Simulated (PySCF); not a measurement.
```xyz
4
charge 0 multiplicity 1, angstrom
B     0.0000    0.0000    0.0000
F     1.3157    0.0000    0.0000
F    -0.6578    1.1394    0.0000
F    -0.6578   -1.1394    0.0000
```

Computed with B3LYP/[B def2-TZVP, F def2-TZVP], no relativity, density fitting, PySCF.

This geometry of BF3 is a stationary point at this level.

Q: What is the point group?

A: D3h.

Q: Is it a minimum?

A: Yes: all harmonic wavenumbers are real.

Q: List the harmonic modes with their infrared intensities.

A: 
```csv
symmetry,ω (cm⁻¹),"IR (km/mol, summed over degenerate members)"
e',472,25.0
a2'',684,96.1
a1',886,0.0
e',1451,866
```

Q: What are the dipole moment and the gap between the highest occupied and lowest empty levels?

A: 0.00 D and 11.93 eV.

In D3h the vibrations span 2e' + a2'' + a1'. The a1' mode carries no infrared intensity, as symmetry demands.
